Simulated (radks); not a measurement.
Problem. Cr+, 23 electrons, occupied as [Ar] 3d5 (the NIST ground configuration). Calculated with a radial shooting solver on a logarithmic mesh with Libxc functionals: Dirac Kohn-Sham, PBE, spin-unpolarised, spherical densities, point nucleus; open shells fill j = l - 1/2 first. Some entries of the table are withheld. Estimate them.

orbital  occ.  eigenvalue (Ry)  r(max) (bohr)
1s1/2       2        -432.6727        0.04160
2s1/2       2        -49.51437         0.2435
2p1/2       2        -42.11759         0.1961
2p3/2       4        -41.48181         0.1984
3s1/2       2         -5.94810         0.7775
3p1/2       2              (1)            (2)
3p3/2       4              (3)            (4)
4s1/2       0              (5)            (6)
3d3/2       4         -0.72725         0.8413
3d5/2       1         -0.72137         0.8441
4p1/2       0         -0.44316            (7)
4p3/2       0         -0.43941            (8)

Solution. 
(1) 3p1/2 eigenvalue (Ry): -3.90302
(2) 3p1/2 r(max) (bohr): 0.7947
(3) 3p3/2 eigenvalue (Ry): -3.82872
(4) 3p3/2 r(max) (bohr): 0.8016
(5) 4s1/2 eigenvalue (Ry): -0.73089
(6) 4s1/2 r(max) (bohr): 2.583
(7) 4p1/2 r(max) (bohr): 3.264
(8) 4p3/2 r(max) (bohr): 3.291
